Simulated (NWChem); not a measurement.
System: PbHOI, singlet; SMILES [Pb]([OH])[I]

The following NWChem deck was run.

```
start job
memory heap 200 mb stack 900 mb global 1100 mb
geometry units angstroms noautoz
  Pb     0.132517     1.021937     0.000000
  I      0.041558    -1.806520     0.000000
  O     -1.953983     1.305874     0.000000
  H     -2.198367     2.240716     0.000000
end
basis spherical
  * library def2-svp
end
ecp
  I library def2-ecp
  Pb library def2-ecp
end
dft
  xc xperdew91 perdew91
  iterations 150
  mulliken
end
task dft energy
```

Parts of the log:

```
             Northwest Computational Chemistry Package (NWChem) 7.3.0
             --------------------------------------------------------

 CS  symmetry detected

                             Geometry "geometry" -> ""
                             -------------------------

 Output coordinates in angstroms (scale by  1.889725989 to convert to a.u.)

  No.       Tag          Charge          X              Y              Z
 ---- ---------------- ---------- -------------- -------------- --------------
    1 Pb                  82.0000     0.21172185     1.00819421     0.00000000
    2 I                   53.0000    -0.00797208    -1.81318437     0.00000000
    3 O                    8.0000    -1.85968008     1.38687152     0.00000000
    4 H                    1.0000    -2.06123068     2.33187441     0.00000000

 Effective nuclear repulsion energy (a.u.)    1065.1585414067

      Symmetry information
      --------------------

 Group name             Cs
 Group number              2
 Group order               2
 No. of unique centers     4

 Summary of "ao basis" -> "ao basis" (spherical)
 ------------------------------------------------------------------------------
       Tag                 Description            Shells   Functions and Types
 ---------------- ------------------------------  ------  ---------------------
 Pb                         def2-svp                10       26   4s4p2d
 I                          def2-svp                10       26   4s4p2d
 O                          def2-svp                 6       14   3s2p1d
 H                          def2-svp                 3        5   2s1p

      Symmetry analysis of basis
      --------------------------

        a'         50
        a"         21

            General Information
            -------------------
          SCF calculation type: DFT
          Wavefunction type:  closed shell.
          No. of atoms     :     4
          No. of electrons :    56
           Alpha electrons :    28
            Beta electrons :    28
          Charge           :     0
          Spin multiplicity:     1
          Use of symmetry is: on ; symmetry adaption is: on
          Maximum number of iterations: 150
          AO basis - number of functions:    71
                     number of shells:    29
          Convergence on energy requested:  1.00D-06
          Convergence on density requested:  1.00D-05
          Convergence on gradient requested:  5.00D-04

              XC Information
              --------------
                 Perdew 1991   Exchange Functional  1.000
                Perdew 1991 Correlation Functional  1.000 non-local
            Perdew 1991 LDA Correlation Functional  1.000 local

             Grid Information
             ----------------
          Grid used for XC integration:  medium
          Radial quadrature: Mura-Knowles
          Angular quadrature: Lebedev.
          Tag              B.-S. Rad. Rad. Pts. Rad. Cut. Ang. Pts.
          ---              ---------- --------- --------- ---------
          Pb                  1.80      123          10.0       590
          I                   1.40      123          12.0       590
          O                   0.60       49          10.0       434
          H                   0.35       45          12.0       434
          Grid pruning is: on
          Number of quadrature shells:   340
          Spatial weights used:  Erf1

      Superposition of Atomic Density Guess
      -------------------------------------

 Sum of atomic energies:        -641.67764603

      Non-variational initial energy
      ------------------------------

 Total energy =    -563.739829
 1-e energy   =   -1330.807982
 2-e energy   =     579.698934
 HOMO         =      -0.306593
 LUMO         =      -0.046001

      Symmetry analysis of molecular orbitals - initial
      -------------------------------------------------

  Numbering of irreducible representations:

     1 a'          2 a"

  Orbital symmetries:

     1 a'          2 a'          3 a'          4 a'          5 a'
     6 a"          7 a'          8 a'          9 a"         10 a'
    11 a'         12 a"         13 a'         14 a"         15 a'
    16 a'         17 a'         18 a'         19 a"         20 a"
    21 a'         22 a'         23 a'         24 a"         25 a'
    26 a"         27 a'         28 a'         29 a"         30 a'
    31 a'         32 a'         33 a'         34 a'         35 a"
    36 a'         37 a"         38 a'

     ---------------------------------------------
      Total Density - Mulliken Population Analysis
     ---------------------------------------------

    Atom       Charge   Shell Charges
 -----------   ------   -------------------------------------------------------
    1 Pb  22    20.67   2.99 -0.94  1.20  0.70  3.38  2.61  0.43  0.24  9.74  0.32
    2 I   25    25.61   1.83  0.22  1.24  0.68  2.92  3.14  2.72  2.86  9.83  0.18
    3 O    8     9.04   1.99  1.12  0.70  3.13  2.09  0.00
    4 H    1     0.67   0.53  0.08  0.06

   convergence    iter        energy       DeltaE   RMS-Dens  Diis-err
 ---------------- ----- ----------------- --------- --------- ---------
 d= 0,ls=0.0,diis     1   -566.4517325582 -7.54D+02  4.95D-02  9.02D-01
 d= 0,ls=0.0,diis     2   -563.2365903181  3.22D+00  4.17D-02  1.87D+01
 d= 0,ls=0.0,diis     3   -566.4790121039 -3.24D+00  1.89D-02  4.96D-01
 d= 0,ls=0.0,diis     4   -566.5568855328 -7.79D-02  7.88D-03  1.73D-01
 d= 0,ls=0.0,diis     5   -566.5939287377 -3.70D-02  1.09D-03  4.80D-03
  Resetting Diis
 d= 0,ls=0.0,diis     6   -566.5947019605 -7.73D-04  2.44D-04  1.76D-04
 d= 0,ls=0.0,diis     7   -566.5947296424 -2.77D-05  2.01D-04  2.15D-05
 d= 0,ls=0.0,diis     8   -566.5947167245  1.29D-05  1.32D-04  1.10D-04
 d= 0,ls=0.0,diis     9   -566.5947319136 -1.52D-05  4.30D-05  1.77D-05
 d= 0,ls=0.0,diis    10   -566.5947338006 -1.89D-06  1.68D-05  6.23D-07
 d= 0,ls=0.0,diis    11   -566.5947339177 -1.17D-07  3.89D-06  3.90D-08

         Total DFT energy =     -566.594733917699
      One electron energy =    -1333.297078254655
           Coulomb energy =      626.787335917316
    Exchange-Corr. energy =      -47.454210392481
 Nuclear repulsion energy =      187.369218812120

 Numeric. integr. density =       56.000004326080

                  Occupations of the irreducible representations
                  ----------------------------------------------

                     irrep           alpha         beta
                     --------     --------     --------
                     a'               20.0         20.0
                     a"                8.0          8.0

                       DFT Final Molecular Orbital Analysis
                       ------------------------------------

 Vector   26  Occ=2.000000D+00  E=-2.328472D-01  Symmetry=a'
              MO Center= -3.4D-01, -1.4D-01, -7.7D-15, r^2= 5.2D+00
   Bfn.  Coefficient  Atom+Function         Bfn.  Coefficient  Atom+Function
  ----- ------------  ---------------      ----- ------------  ---------------
    38      0.394042  2 I  py                41      0.344654  2 I  py
    56      0.304287  3 O  px                 4     -0.237874  1 Pb s
    11     -0.235275  1 Pb px                59      0.231059  3 O  px
     3     -0.224844  1 Pb s                 12     -0.180046  1 Pb py
    37     -0.176462  2 I  px                 1      0.164516  1 Pb s

 Vector   27  Occ=2.000000D+00  E=-2.247597D-01  Symmetry=a"
              MO Center= -2.0D-01, -1.4D+00,  2.5D-14, r^2= 3.3D+00
   Bfn.  Coefficient  Atom+Function         Bfn.  Coefficient  Atom+Function
  ----- ------------  ---------------      ----- ------------  ---------------
    39      0.555631  2 I  pz                42      0.513429  2 I  pz
    36     -0.228100  2 I  pz                58     -0.222176  3 O  pz
    33     -0.184547  2 I  pz                61     -0.172647  3 O  pz
    13      0.074887  1 Pb pz                18      0.056319  1 Pb d -1
    16      0.042992  1 Pb pz                23     -0.036293  1 Pb d -1

 Vector   28  Occ=2.000000D+00  E=-2.169787D-01  Symmetry=a'
              MO Center= -1.4D-01, -1.4D+00,  3.3D-15, r^2= 3.3D+00
   Bfn.  Coefficient  Atom+Function         Bfn.  Coefficient  Atom+Function
  ----- ------------  ---------------      ----- ------------  ---------------
    37      0.563767  2 I  px                40      0.520291  2 I  px
    34     -0.230961  2 I  px                56      0.187937  3 O  px
    31     -0.186760  2 I  px                59      0.149622  3 O  px
     3     -0.130982  1 Pb s                  4     -0.118909  1 Pb s
     1      0.091960  1 Pb s                 17      0.071221  1 Pb d -2

 Vector   29  Occ=0.000000D+00  E=-1.199706D-01  Symmetry=a"
              MO Center=  8.1D-02,  8.5D-01,  2.8D-15, r^2= 4.1D+00
   Bfn.  Coefficient  Atom+Function         Bfn.  Coefficient  Atom+Function
  ----- ------------  ---------------      ----- ------------  ---------------
    13      0.582474  1 Pb pz                16      0.527372  1 Pb pz
    58     -0.236378  3 O  pz                42     -0.223033  2 I  pz
    61     -0.206614  3 O  pz                10     -0.190403  1 Pb pz
    39     -0.186001  2 I  pz                 7     -0.184187  1 Pb pz
    36      0.075695  2 I  pz                33      0.060588  2 I  pz

 Vector   30  Occ=0.000000D+00  E=-6.317534D-02  Symmetry=a'
              MO Center=  1.8D-01,  6.7D-01, -8.8D-15, r^2= 6.0D+00
   Bfn.  Coefficient  Atom+Function         Bfn.  Coefficient  Atom+Function
  ----- ------------  ---------------      ----- ------------  ---------------
    15      0.798710  1 Pb py                41      0.561263  2 I  py
    12      0.507733  1 Pb py                30      0.352286  2 I  s
     3     -0.327542  1 Pb s                 38      0.283973  2 I  py
    29      0.182212  2 I  s                  9     -0.167161  1 Pb py
     6     -0.160977  1 Pb py                 1      0.141575  1 Pb s

[...]
```

Level: PW91/def2-SVP with def2 effective core potentials on I, Pb. Low-valent species are run as closed-shell singlets; no triplet was tried in these runs. The geometry was optimised at PBE0/def2-SVP. def2 effective core potentials on I, Pb; no spin-orbit coupling.
